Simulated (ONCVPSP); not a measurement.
Before and after: ONCV potential for lanthanum

ONCVPSP 4.0.1 input, shortened (lines: element, Z, core and valence counts, functional; n l f; lmax; l rc ep ncon nbas qcut; lloc lpopt rc5 dvloc0; l nproj debl; icmod fcfact rcfact), PBEsol, fully relativistic:

```
  La 57.00    9    3  -116133      upf
    1    0    2.00
    2    0    2.00
    2    1    6.00
    3    0    2.00
    3    1    6.00
    3    2   10.00
    4    0    2.00
    4    1    6.00
    4    2   10.00
    5    0    2.00
    5    1    6.00
    5    2    1.00
    3
    0    2.70    0.00    4    7    4.70
    1    2.00    0.00    4    8    3.30
    2    3.70    0.00    4    9    3.70
    3    3.35    0.42    5    9    3.70
    4    5    1.40    2.00
    0    2    1.70
    1    3    0.40
    2    3    3.70
    3    2    1.50
    0    0.00    0.00
```

Open shells are filled in proportion to 2j + 1.

In the s channel the program set the typed energies aside and used -1.893, 0.050 Ha. In the p channel the program set the typed energies aside and used -1.254, 0.250, 0.650 Ha (j = l + 1/2; the other j can differ). In the f channel the program set the typed energies aside and used -0.621, 0.879 Ha (j = l + 1/2; the other j can differ).

Change: p: rc 1.34; local potential polynomial inside 1.34 bohr (lpopt 5, dvloc0 2 Ha).

Cutoffs: the cutoffs (Ha) at which the residual kinetic energy of the hardest occupied pseudo-wave falls to 1 and 0.1 mHa per electron; they do not see the model core or the augmentation charge, which bear on the density cutoff. Errors are all-electron minus pseudo energies relative to the spin-unpolarised reference configuration.

**Question.** What does the change do?

**Answer.** The potential gets harder (33 Ha and 51 Ha → 101 Ha and 122 Ha); the bound ghosts move from d to d, p, s; the lowest positive-energy flag moves from s at 14.4 eV to none; of the 4 tests that both files solve, the error grows in 0 and shrinks in 2 by more than 15 % and 0.3 meV (median size 26.3 → 23.8 meV). A smaller radius makes the pseudo-wave follow the all-electron one further in, where it bends more sharply, so more plane waves are needed.

```tsv
quantity	base	changed
cutoff, loose	33 Ha	101 Ha
cutoff, tight	51 Ha	122 Ha
loose cutoff by channel	s 6.9 Ha, p 33 Ha, d 4.9 Ha	s 6.9 Ha, p 101 Ha, d 4.9 Ha
bound ghosts	d3/2	p3/2, p1/2, d3/2, s
GHOST(+) flags under 300 eV	s at 14.4 eV	none
error for 5s2 5p6 5d1 6s2, meV [ΔE -16.85 eV]	-57	-48
error for 5s2 5p6 5d1 6s1, meV [ΔE -10.85 eV]	-21	-15
error for 5s2 5p6 5d0, meV [ΔE 18.90 eV]	+32	+33
error for 5s2 5p6 5d1 6p1, meV [ΔE -7.87 eV]	-9.3	-9.2
s: phases at 2.74 bohr within 0.05 rad from the reference energy up to (Ha; the scan ends near 5)	0.5	-0.2
d5/2: phases at 3.76 bohr within 0.05 rad from the reference energy up to (Ha; the scan ends near 5)	-0.4	-0.4
d3/2: phases at 3.76 bohr within 0.05 rad from the reference energy up to (Ha; the scan ends near 5)	-0.4	-0.4
f7/2: phases at 3.40 bohr within 0.05 rad from the reference energy up to (Ha; the scan ends near 5)	-0.2	-0.1
f5/2: phases at 3.40 bohr within 0.05 rad from the reference energy up to (Ha; the scan ends near 5)	-0.2	-0.1
```

 A true bound ghost makes a file unfit for plane-wave use even where its test errors are small: the radial tests pick states by their node count and pass the ghost by.
